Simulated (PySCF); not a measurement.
## Gas-phase XPS of `CB(C)C1=C[SiH2]C=C1`, computed

Species: C₆H₁₁BSi.
Structure used (PBE0-D3(BJ)/def2-SVP), in Å, numbered top down from 1:
```xyz
19
C6H11BSi angstrom
C     -1.8626   -1.4073    0.7588
B     -1.2704   -0.1082    0.0989
C     -2.2560    0.9599   -0.4971
C      0.2854    0.1073    0.0152
C      0.8753    0.7644   -1.0223
Si     2.7378    0.6437   -0.8201
C      2.5705   -0.3236    0.7697
C      1.2492   -0.4860    0.9889
H     -1.1914   -1.9551    1.4357
H     -2.8271   -1.2309    1.2616
H     -2.0901   -2.0908   -0.0831
H     -2.5138    1.6316    0.3454
H     -3.2088    0.5328   -0.8468
H     -1.8296    1.6039   -1.2802
H      0.2881    1.2416   -1.8108
H      3.4155   -0.1014   -1.9266
H      3.4113    1.9722   -0.6768
H      3.3291   -0.7213    1.4469
H      0.8608   -1.0266    1.8597
```

Theory: delta-SCF UKS SCAN, pcX-2 on the ionised atom, pcseg-1 elsewhere, spin-free X2C in PySCF 2.14.0. These are vertical core ionisation energies against the vacuum level, from separate self-consistent calculations with and without the core hole.

Problem. What binding energy does each computed site have?

Solution. 
| atom(s) | bonded to | level | binding energy (eV) | 2p1/2 (eV) | above the level's lowest (eV) | count |
| --- | --- | --- | --- | --- | --- | --- |
| C1/C3 | 3 H and B | C 1s | 289.85 | – | +0.43 | 2 |
| C4 | C (double bond), C and B | C 1s | 289.85 | – | +0.43 | 1 |
| C5 | C (double bond), H and Si | C 1s | 289.42 | – | 0.00 | 1 |
| Si6 | 2 C and 2 H | Si 2p3/2 | 106.39 | 107.02 | 0.00 | 1 |
| Si6 | 2 C and 2 H | Si 1s | 1846.15 | – | 0.00 | 1 |
| C7 | C (double bond), H and Si | C 1s | 289.43 | – | +0.01 | 1 |
| C8 | C (double bond), C and H | C 1s | 290.31 | – | +0.89 | 1 |

The listed C 1s values span 0.89 eV, from C5 (bonded to C (double bond), H and Si) to C8 (bonded to C (double bond), C and H). The widest gap between neighbouring values is 0.46 eV, between 289.85 and 290.31 eV. The values 289.42 and 289.43 eV; the values 289.85 and 289.85 eV lie too close for their order to be trusted.

Problem. What is the longest wavelength that can ionise C 1s of C5 vertically?

Solution. λ = hc/E = 12398.42 eV Å / 289.42 eV = 42.839 Å.

One atom of each set of topologically equivalent atoms was ionised and stands for the set; in this conformer not all members are related by symmetry, and their own values weren't computed. Not every level is listed. The unrestricted hole states depart most from a pure doublet (⟨S²⟩ = 0.75; over 0.85 named) for C 1s of C4 (0.94) and C 1s of C8 (0.92), which makes these values less certain. Spin–orbit and ligand-field terms were added within each 2p shell after the spin-free SCF. 2p1/2 minus 2p3/2 (ligand field included): Si 0.62 eV. No level of boron is listed. Geometry: PBE0-D3(BJ)/def2-SVP; no solvent, vibrations or thermal averaging.

Time: 3.6 min; peak memory 0.89 GiB. Hardware: an Arm Neoverse N1 with one thread, no GPU (shared host).
